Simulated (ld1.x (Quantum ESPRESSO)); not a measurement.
## u(r) = r·R(r): atom against pseudo-atom (silver (Ag))

Columns: radius, all-electron u(r) and pseudo u(r) of the 4d shell (level -7.45 eV) of silver in the configuration [Ar] 3d10 4s2 4p6 4d10 5s1 5p0; PBEsol, scalar-relativistic, PAW scheme, ld1.x (Quantum ESPRESSO) 7.5.

```
r (bohr)  all-electron   pseudo
   0.135        0.3272  -0.0077
   0.270        0.4117  -0.0572
   0.405        0.0787  -0.1712
   0.540       -0.3199  -0.3428
   0.675       -0.6228  -0.5390
   0.810       -0.8025  -0.7147
   0.945       -0.8810  -0.8327
   1.080       -0.8914  -0.8782
   1.215       -0.8609  -0.8618
   1.350       -0.8087  -0.8097
   1.485       -0.7467  -0.7467
   1.620       -0.6820  -0.6820
   1.755       -0.6186  -0.6186
   1.890       -0.5587  -0.5587
   2.025       -0.5032  -0.5032
   2.160       -0.4525  -0.4525
   2.295       -0.4064  -0.4064
   2.430       -0.3648  -0.3648
   2.565       -0.3274  -0.3274
   2.700       -0.2939  -0.2939
   2.835       -0.2637  -0.2637
   2.970       -0.2367  -0.2367
   3.105       -0.2125  -0.2125
   3.240       -0.1908  -0.1908
   3.375       -0.1713  -0.1713
   3.510       -0.1539  -0.1539
```

(1) How many radial nodes do the two functions have?

(2) At about which radius was the pseudo-wave matched?

(3) Is the pseudo-wave norm-conserving?

Results:

(1) The all-electron 4d function has n − l − 1 = 1; the pseudo-wave has 0, since the states of the same l below it are removed with the core.

(2) 1.50 bohr, where the columns begin to agree (steps of 0.14 bohr).

(3) No, it belongs to a PAW set: the norm inside the radius is not constrained, and the difference is carried by the augmentation charge.
